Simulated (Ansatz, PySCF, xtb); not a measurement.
Isomers of C2H6N2. All species are isolated molecules in the gas phase. One relaxed conformer stands for each flexible species; it need not be the lowest. Strings in code marks are SMILES.

Quantity: electronic energy of isomers of C2H6N2 relative to `[H]/N=C(/C)N`, in eV. The restricted reference of `[H]/N=C\CN` and `C=NCN` is unstable towards unrestricted orbitals.

Level 1: frozen-core CCSDT(Q)/6-31g // B3LYP-D3(BJ)/def2-TZVP (Ansatz, a first-principles code)
Level 2: PBE-D3(BJ)/def2-TZVP // B3LYP-D3(BJ)/def2-TZVP (PySCF)
Level 3: SVWN5/6-31G* // B3LYP-D3(BJ)/def2-TZVP (PySCF)
Level 4: GFN2-xTB (xtb)

```
species                            level 1  level 2  level 3  level 4
---------------------------------  -------  -------  -------  -------
`[H]/N=C\NC` (C–N–C–N torsion 6°)     0.51    0.419    0.329    0.220
`C/N=C/N`                            0.384    0.338    0.235    0.123
`C=NCN`                               0.95     0.99     0.96     0.83
`C=C(N)N`                             0.62     0.49     0.58     0.59
`[H]/N=C\CN`                          0.86     0.83     0.93     0.95
`C/N=C\N`                             0.49    0.422    0.313    0.147
`C1NCN1`                              2.16     1.67     1.39     0.83
```
